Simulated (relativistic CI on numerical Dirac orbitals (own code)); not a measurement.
Radial parameters of Ru²⁴⁺

These numbers are calculated, not measured: Dirac-Coulomb-Breit CI, KLI orbitals optimised for each configuration, a model potential for QED, unscaled Slater integrals (own radial code, finite nucleus).

Slater integrals F^k, G^k are unscaled and averaged over j, outside the closed core [Ne]; ζ comes from projecting the Hamiltonian with its Breit term on Σ l·s of the shell.

- 3s2.3p6.3d2: F^2(3d,3d) = 310570, F^4(3d,3d) = 200110, ζ(3d) = 18241 cm⁻¹; <r>(3d) = 0.3272, <r^2>(3d) = 0.1246 (bohr units).
- 3s2.3p5.3d3: ζ(3p) = 146790, F^2(3d,3d) = 309770, F^4(3d,3d) = 199570, F^2(3p,3d) = 274110, G^1(3p,3d) = 299950, G^3(3p,3d) = 198140, ζ(3d) = 17946 cm⁻¹; <r>(3p) = 0.3632, <r^2>(3p) = 0.1522, <r>(3d) = 0.3279, <r^2>(3d) = 0.1252 (bohr units).
- 3s.3p6.3d3: F^2(3d,3d) = 309410, F^4(3d,3d) = 199340, G^2(3s,3d) = 226020, ζ(3d) = 18110 cm⁻¹; <r>(3s) = 0.3709, <r^2>(3s) = 0.1567, <r>(3d) = 0.3283, <r^2>(3d) = 0.1254 (bohr units).

**Question.** Give the Racah parameters of the d shell in 3s2.3p6.3d2.

**Answer.** B = F²/49 − 5F⁴/441 = 4069 cm⁻¹ and C = 35F⁴/441 = 15882 cm⁻¹.

Averages of the first 10 configurations, taken without configuration mixing, which lowers the lowest level and can move excited configurations by several eV; other configurations of the list can lie among them:

```
 Configuration  Parity  States  Average energy above the lowest level (eV)
   3s2.3p6.3d2    even      45                                        10.8
   3s2.3p5.3d3     odd     720                                       164.8
    3s.3p6.3d3    even     240                                       284.2
 3s2.3p6.3d.4s    even      20                                       484.5
 3s2.3p6.3d.4p     odd      60                                       526.6
 3s2.3p6.3d.4d    even     100                                       585.8
 3s2.3p6.3d.4f     odd     140                                       637.1
3s2.3p5.3d2.4s     odd     540                                       633.3
3s2.3p5.3d2.4p    even    1620                                       675.6
   3s2.3p6.4s2    even       1                                       980.2
```
